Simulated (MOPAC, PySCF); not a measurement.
Ligands exchanged one at a time, Ga F-CH3. Gas-phase values, no solvent. Strings in code marks are SMILES.

Quantity: vertical ionisation energy (energy after one electron is removed minus that of the parent at the parent's geometry), in eV.

Level 1: B3LYP-D3(BJ)/def2-TZVP (PySCF)
Level 2: B3LYP/6-31G* // B3LYP-D3(BJ)/def2-TZVP (PySCF)
Level 3: minus the HOMO energy of HF/6-31G* // B3LYP-D3(BJ)/def2-TZVP (PySCF)
Level 4: minus the HOMO energy of PM3 // B3LYP-D3(BJ)/def2-TZVP (MOPAC)

```
species                level 2  level 3  level 4
---------------------  -------  -------  -------
`[CH3][Ga]([F])[F]`      11.75    12.82    11.46
`[CH3][Ga]([CH3])[F]`     9.92    10.90     9.61
```

Question: What does level 1 give for each?

Answer: 
- `[CH3][Ga]([F])[F]`: 11.92
- `[CH3][Ga]([CH3])[F]`: 10.07
